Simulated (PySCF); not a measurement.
**SnTe from Hartree–Fock to correlated methods**

State: ¹Σ⁺ (singlet), closed shell. Set-up: PySCF, scalar-relativistic core potentials, basis sets Sn cc-pVDZ-PP with ECP28, Te cc-pVDZ-PP with ECP28. De refers to Sn + Te in their high-spin ground configurations, without counterpoise correction. A positive dipole means Sn(−)Te(+).

```tsv
Level	Re (Å)	ωe (cm⁻¹)	De (eV)	μ (D)
RHF	2.517	285	1.78	-3.18
RHF-MP2	2.556	264	3.69	n/a
RHF-SCS-MP2	2.557	264	3.52	n/a
RHF-CCSD	2.551	267	3.32	n/a
RHF-CCSD(T)	2.573	252	3.58	n/a
PBE	2.568	251	4.32	-2.19
r²SCAN	2.544	262	4.04	-2.30
M06-L	2.568	255	4.53	-2.13
r²SCANh	2.534	267	3.93	-2.38
PBE0	2.534	268	3.97	-2.46
B97-3	2.549	263	3.96	-2.63
```

Which functional lies closest to RHF-CCSD(T) in De, which farthest, and by how much do they differ from it?

Closest is r²SCANh (-3.9 pm in Re, +6.0 % in ωe, +0.35 eV in De against RHF-CCSD(T) in the same basis), farthest M06-L (-0.5 pm in Re, +1.2 % in ωe, +0.95 eV in De). CCSD(T) converges more slowly with the basis than the functionals do and binds too weakly in this one, so the order can change at the basis-set limit.

What does second-order correlation do here, going from RHF to RHF-MP2?

RHF-MP2 less RHF: +3.9 pm in Re, -7.4 % in ωe, +1.91 eV in De. Correlation nearly always deepens the well. The bond lengthens, as in strong covalent bonds, where excitations into antibonding orbitals dominate.

What does the triples do here, going from RHF-CCSD to RHF-CCSD(T)?

RHF-CCSD(T) less RHF-CCSD: +2.2 pm in Re, -5.6 % in ωe, +0.26 eV in De. Correlation nearly always deepens the well. The bond lengthens, as in strong covalent bonds, where excitations into antibonding orbitals dominate.

Correlated steps freeze 8 core orbitals. Correlated levels converge slowly with the basis: in double zeta they bind strong bonds too weakly, by up to about 1 eV, and carry superposition errors of some tenths. These are scalar-relativistic numbers at best; spin–orbit coupling would shift them, the dissociation energy most. Where the molecule has an RHF reference, its open-shell atoms are computed with UHF. The CCSD T1 diagnostic is raised, a sign that a single reference may not be enough here.

The whole job (state search and all levels along the bond) took about 2 min on 1 thread of Arm Neoverse V2 (shared host), peak memory 0.52 GiB.
